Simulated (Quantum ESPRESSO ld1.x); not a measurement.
The numbers below are computed, except where a source is named.
Task: The mean radii <r> (bohr) of the occupied orbitals of an atom or ion are listed with their occupations. Level of theory: Dirac Kohn-Sham, exchange-only B88, spin-unpolarised, spherical densities, point nucleus (ld1.x of Quantum ESPRESSO 7.5).

orbital  occ.      <r>
1s1/2       2  0.04859
2s1/2       2   0.2175
2p1/2       2   0.1881
2p3/2       4   0.1916
3p1/2       2   0.6466
3p3/2       4   0.6558
3d3/2     3.6   0.6867
3d5/2     5.4   0.6900
4s1/2       2    1.702

Name the element and its charge. Open shells, if any, are shared by 2j + 1.

Result: Z = 31, gallium, charge +4: Ga4+ in [Ne] 3p6 3d9 4s2. The 1s radius gives Z: for a bare nucleus <r> = (2 gamma + 1)/(2Z) with gamma = sqrt(1 - (Z/c)^2), 0.04755 bohr for Z = 31, and screening makes it slightly larger (0.04859 here). The occupations add up to 27, and the charge is Z minus that.
